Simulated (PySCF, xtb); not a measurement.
diarsenic (As2), SMILES [As]#[As].

xtb with GFN2-xTB at its own geometry gives an orbital gap of 2.73 eV and a dipole moment of 0.00 D.

Coordinates come from a PBE-D3(BJ)/def2-TZVP optimisation.

Question: What does HF/def2-TZVPD run with PySCF give? (An estimate is asked for; the answer gives what the named calculation found.)

Answer: gap 9.33 eV (levels -9.20 and 0.13 eV), dipole 0.00 D.
